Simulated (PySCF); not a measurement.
**Run times: xenon in aug-cc-pwCVQZ-PP with ECP28MDF**

Measured wall times of calculations with PySCF 2.14 in aug-cc-pwCVQZ-PP with ECP28MDF (10s10p8d6f4g1h, 169 functions), with scalar relativity through the core potential, run from one Python driver. Hardware: 2 threads of Neoverse-V2 on a shared host, 2.6 GiB allowed. The two-electron integrals over 169 functions were computed once and kept in memory (7.6 CPU seconds with the set-up); the times below exclude them. Kohn-Sham runs start from converged Hartree-Fock orbitals.

Launch command (the driver calls PySCF for each step listed in the task file):

```bash
OMP_NUM_THREADS=2 python atomrun2.py TASK.json OUT
```

```
               species                step  iterations  wall time (s)
Xe³⁺ [Kr] 4d10 5s2 5p3                 UHF           1            4.2
Xe³⁺ [Kr] 4d10 5s2 5p3                 LDA           6            1.2
Xe³⁺ [Kr] 4d10 5s2 5p3                 PBE           6            1.5
Xe³⁺ [Kr] 4d10 5s2 5p3                PBE0           5            3.5
Xe³⁺ [Kr] 4d10 5s2 5p3              r2SCAN           6            3.7
Xe³⁺ [Kr] 4d10 5s2 5p3              PBEsol           5            1.2
Xe³⁺ [Kr] 4d10 5s2 5p3              revPBE           6            1.5
Xe³⁺ [Kr] 4d10 5s2 5p3                TPSS           6            3.7
Xe³⁺ [Kr] 4d10 5s2 5p3   MP2 (5 electrons)                        2.1
Xe³⁺ [Kr] 4d10 5s2 5p3  MP2 (23 electrons)                        4.8
```

Peak memory of the process: 1.3 GiB. Times on a shared host vary from run to run.
